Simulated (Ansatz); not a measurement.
Species: C$_{3}$H$_{2}$F$_{5}$ (charge 0, doublet). It need not be the lowest isomer of its formula. SMILES: FC(C[C](F)F)(F)F
Geometry from a B3LYP-D3(BJ)/def2-TZVP (Ansatz, an electronic-structure program) optimisation:
```
C
H 1 1.0886
H 1 1.0959 2 108.62
C 1 1.4954 2 108.56 3 -120.14
F 4 1.3315 1 115.87 2 166.84
F 4 1.3346 5 110.13 1 131.70
C 1 1.5169 2 107.70 3 116.61
F 7 1.3432 1 112.28 2 -179.37
F 7 1.3442 8 107.63 1 123.48
F 7 1.3477 8 107.50 9 115.52
```
Charge 0, spin multiplicity 2.

Wanted: atomisation energy (electronic, to ground-state atoms); the coupled-cluster value holds the core correlation from cc-pwCVTZ, in eV. Correlated levels leave the core frozen unless marked. UHF or UKS for open shells. Spin-orbit coupling is left out. Non-relativistic. CBS(X,Y): correlation extrapolated as X^-3; Hartree-Fock from the larger set. [CCSD(T)-MP2]/basis is that difference in the basis named.

Level to compare with: RI-MP2/CBS(cc-pVTZ,cc-pVQZ)+[CCSD(T)-MP2]/cc-pVTZ plus the core term (Ansatz), 42.03 eV. It is a level with limits of its own, and the differences hold the functionals' basis error too.

### Question
Rank these functionals by how close they come to RI-MP2/CBS(cc-pVTZ,cc-pVQZ)+[CCSD(T)-MP2]/cc-pVTZ, closest first: LC-wPBE/def2-TZVPD (Ansatz); BLYP/def2-TZVPD (Ansatz); r2SCAN0/def2-TZVPD (Ansatz).

### Answer
BLYP/def2-TZVPD (GGA, 41.78 eV, difference -0.25), LC-wPBE/def2-TZVPD (range-separated hybrid, 42.59 eV, difference 0.56), r2SCAN0/def2-TZVPD (hybrid meta-GGA, 41.10 eV, difference -0.93)
